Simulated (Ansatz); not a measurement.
Results of the Gaussian-basis code of Ansatz.

A structure relaxed at PBE0-D4/def2-TZVP, charge 0, multiplicity 1:

Cartesian coordinates in Å:
```
N -0.4753 1.4030 -0.6606
B -0.0260 0.2412 -0.0781
N -0.5913 -1.1257 -0.0888
C 0.3807 -1.5295 0.6327
S 1.4810 -0.1529 0.9817
H -1.3224 1.4219 -1.2046
H -0.0009 2.2853 -0.5840
H 0.5543 -2.5434 1.0017
```

Task: Give its formula and SMILES.

Result: CH3BN2S, `NB1N=CS1`.

Task: Point group (tolerance 0.08 Å, 0.16 Å for H)?

Result: Cs.

Task: Summarise the bond lengths by kind.

Result: 2 × B–N 1.375 to 1.479 Å; 2 × H–N 1.005 to 1.007 Å; 1 × B–S 1.884 Å; 1 × C–N 1.276 Å; 1 × C–S 1.796 Å; 1 × C–H 1.093 Å.
